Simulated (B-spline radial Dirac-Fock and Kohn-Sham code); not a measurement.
Photoionisation of chlorine ions at Mo Kα (17479.3 eV)

These are calculated numbers from a radial atomic solver; the model is a relativistic central-field model (Hartree-Slater potential of the initial state, Latter tail, multipole expansion of the photon field, Dirac-Fock thresholds). Cross sections in kb; a dash marks an empty subshell or a threshold above the photon energy.

```tsv
ion	configuration	total	1s	2s	2p1/2	3s	3p3/2
Cl³⁺	[Ne] 3s2 3p2	0.6508	0.596	0.0433	0.00194	0.00569	0.000149
Cl⁴⁺	[Ne] 3s2 3p1	0.6514	0.596	0.0434	0.00195	0.00615	8.35e-05
Cl¹⁰⁺	[He] 2s2 2p3	0.6536	0.599	0.0509	0.00121	–	–
```
